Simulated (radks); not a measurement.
Values are calculated unless marked as measured or tabulated.
Isoelectronic series with 27 electrons, each ion in its NIST ground configuration. Level of theory: scalar-relativistic Kohn-Sham, PBE, spin-polarised, spherical densities, finite nucleus; open shells are filled with parallel spins first (spin-orbit coupling, left out, can overturn this in heavy ions); Fermi nuclear charge, rms radius of each element as measured or else 0.836 A^(1/3) + 0.57 fm (a radial shooting solver on a logarithmic mesh with Libxc functionals). Total energies (hartree) and orbital eigenvalues (eV):

ion    configuration  E (hartree)    3d down      3d up    3p down
Ni+         [Ar] 3d9  -1520.30754   -12.4781   -13.4003   -74.2695
Zn3+        [Ar] 3d9  -1793.49000   -50.1057   -51.2775  -124.4210
Ge5+        [Ar] 3d9  -2091.66739  -103.6019  -105.0095  -190.9861
Se7+        [Ar] 3d9  -2414.85117  -170.9900  -172.6230  -271.7049
Kr9+        [Ar] 3d9  -2763.14829  -251.5222  -253.3741  -365.7930
Sr11+       [Ar] 3d9  -3136.71303  -344.8433  -346.9097  -472.9171
Zr13+       [Ar] 3d9  -3535.73047  -450.7591  -453.0371  -592.9234
Mo15+       [Ar] 3d9  -3960.40862  -569.1545  -571.6420  -725.7451
Ru17+       [Ar] 3d9  -4410.98305  -699.9581  -702.6534  -871.3633
Pd19+       [Ar] 3d9  -4887.70677  -843.1252  -846.0272  -1029.790
Cd21+       [Ar] 3d9  -5390.85248  -998.6289  -1001.737  -1201.056

Estimate the row of Sn23+ ([Ar] 3d9).

Answer. E (hartree) -5920.71877; 3d down -1166.454; 3d up -1169.767; 3p down -1385.208.
